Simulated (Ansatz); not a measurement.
`O[SiH](F)CF` + H₂ → `FC[SiH2]F` + H₂O at 400 K and 1 bar (hydrogenolysis of the Si–O bond).

Calculated with Ansatz (gas phase, PBE0-D4/def2-TZVP geometries, no zero-point term in ΔE). CCSD(T)/CBS adds triple-zeta CCSD(T) − MP2 to the extrapolated MP2 energy (def2 sets, frozen cores). This one scheme is used for every species. One conformer a species, not always the lowest.

```csv
species,CCSD(T)/CBS energy (Eh),H − E (kJ/mol),S (J/(mol·K))
`O[SiH](F)CF`,-604.40864,178.2,368.4
H₂,-1.17544,38.0,139.0
`FC[SiH2]F`,-529.16787,155.7,335.0
H₂O,-76.37941,69.8,198.6
```

H − E and S are ideal-gas, rigid-rotor, harmonic terms from PBE0-D4/def2-TZVP, for one conformer and one mirror image of each species. For small species the MP2-based limit differs from directly extrapolated CCSD(T) by up to some mEh (0.8 for H₂); such offsets cancel only in part. 1 Eh = 2625.50 kJ/mol, R = 8.31446 J/(mol·K).

Problem. By hand: ΔE, ΔH, ΔS and ΔG.

Solution. ΔE = (-529.16787) + (-76.37941) − (-604.40864) − (-1.17544) = 0.03680 Eh = 96.6 kJ/mol. Δ(H − E) = 155.7 + 69.8 − 178.2 − 38.0 = 9.3, so ΔH = 105.9 kJ/mol. ΔS = 335.0 + 198.6 − 368.4 − 139.0 = 26.2 J/(mol·K). ΔG = 105.9 − 400 × (26.2)/1000 = 95.4 kJ/mol.

Problem. By hand: the equilibrium constant, and the temperature at which ΔG would vanish if ΔH and ΔS stayed fixed.

Solution. log₁₀ K = −ΔG/(RT ln 10) = -12.5. ΔG = 0 at ΔH/ΔS = 4042 K, far beyond where these terms or the molecules hold.

ΔH outweighs TΔS. A doubt of 5 kJ/mol in ΔE shifts log₁₀ K by 0.7 here. Other conformers and mirror images would add mixing entropy, several J/(mol·K) or more a flexible species. Modes under 60 cm⁻¹, often nearly free rotors, make the harmonic entropy too high. These are equilibria of isolated gas molecules and say nothing of rates. Largest T1 diagnostic: 0.012 (customary marks: 0.02 for closed shells, 0.045 for open ones).
